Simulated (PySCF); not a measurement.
This PySCF input asks for the NMR shieldings of `C([Si@@H](C[SiH3])Cl)C1CC1`, C5H13ClSi2; the geometry comes from GFN2-xTB.

```python
import basis_set_exchange as bse
import numpy as np
from pyscf import gto, dft
from pyscf.prop import nmr

atoms = """
Si    2.428091   -0.478707   -1.230304
C     1.244510    1.008980   -1.200416
Si    0.719115    1.607773    0.522854
Cl   -0.514750    3.209040    0.316076
C    -0.209185    0.252259    1.491407
C    -1.576989   -0.057127    0.927288
C    -2.187255   -1.410815    1.133367
C    -1.722683   -0.995186   -0.230928
H     1.764132   -1.663971   -0.680892
H     3.615003   -0.179884   -0.428101
H     2.817340   -0.759156   -2.614441
H     1.721591    1.838059   -1.724432
H     0.355326    0.761355   -1.781677
H     1.877551    2.067341    1.296149
H    -0.323879    0.561044    2.533214
H     0.390001   -0.658524    1.499971
H    -2.254212    0.788649    0.953574
H    -1.605850   -2.153424    1.659588
H    -3.248514   -1.481197    1.319288
H    -2.466738   -0.778611   -0.982836
H    -0.831524   -1.460955   -0.624517
"""
names = dict.fromkeys(["Si", "C", "Cl", "H"], "pcSseg-1")
basis = {el: gto.basis.parse(bse.get_basis(n, elements=[el], fmt="nwchem")) for el, n in names.items()}
mol = gto.M(atom=atoms, basis=basis, charge=0, verbose=0)
mf = dft.RKS(mol, xc="PBE0")
mf.grids.level = 2
mf.grids.alignment = dft.numint.BLKSIZE   # the property module wants whole blocks of grid points
mf.conv_tol = 1e-9
mf.kernel()

calc = nmr.RKS(mf)   # GIAO
C = mf.mo_coeff
Co = C[:, mf.mo_occ > 0]
resp = mf.gen_response(singlet=True, hermi=2)
def vind(x):   # induced exchange potential for any number of trial vectors
    d = np.einsum("pi,xij,qj->xpq", C, 2 * x.reshape(-1, C.shape[1], Co.shape[1]), Co, optimize=True)
    return np.einsum("xpq,pi,qj->xij", resp(d - d.transpose(0, 2, 1)), C, Co, optimize=True).ravel()
mo1, _ = nmr.rhf.solve_mo1(calc, with_cphf=vind)
sigma = calc.kernel(mo1)
for i, s in enumerate(sigma):   # ppm
    w = np.linalg.eigvalsh((s + s.T) / 2)
    print("%2d %-2s iso %8.1f  s11 %8.1f  s22 %8.1f  s33 %8.1f" % (i, mol.atom_pure_symbol(i), w.mean(), *w))
```

Question: What are the results?

Answer: 
```
 0 Si iso    426.7  s11    400.6  s22    411.8  s33    467.5
 1 C  iso    189.7  s11    181.3  s22    190.3  s33    197.4
 2 Si iso    338.6  s11    289.6  s22    357.6  s33    368.7
 3 Cl iso    966.2  s11    909.5  s22    956.5  s33   1032.7
 4 C  iso    162.9  s11    145.7  s22    163.6  s33    179.4
 5 C  iso    179.6  s11    152.9  s22    168.5  s33    217.2
 6 C  iso    178.7  s11    145.6  s22    175.5  s33    215.0
 7 C  iso    180.1  s11    149.8  s22    176.7  s33    213.8
 8 H  iso     28.0  s11     23.4  s22     28.7  s33     31.7
 9 H  iso     27.9  s11     24.3  s22     25.9  s33     33.5
10 H  iso     27.7  s11     24.0  s22     25.0  s33     34.0
11 H  iso     31.5  s11     25.4  s22     29.9  s33     39.2
12 H  iso     31.2  s11     27.3  s22     29.9  s33     36.3
13 H  iso     26.4  s11     22.6  s22     24.7  s33     31.9
14 H  iso     30.1  s11     24.9  s22     28.4  s33     36.9
15 H  iso     31.9  s11     28.3  s22     30.6  s33     36.7
16 H  iso     30.7  s11     22.9  s22     30.1  s33     39.2
17 H  iso     31.7  s11     25.4  s22     29.6  s33     40.1
18 H  iso     31.1  s11     24.8  s22     26.7  s33     41.8
19 H  iso     31.2  s11     26.0  s22     26.6  s33     41.2
20 H  iso     31.6  s11     26.2  s22     28.9  s33     39.7
```

These numbers come from an equivalent density-fitted implementation of the same equations, which agrees with the script to about 0.01 ppm for H and up to a few tenths of a ppm for heavy atoms, so last digits may differ.

Size and cost of the density-fitted run: 222 basis functions, 91 s wall time on 1 thread of an Arm Neoverse N1, shared host; peak memory 1.1 GiB.
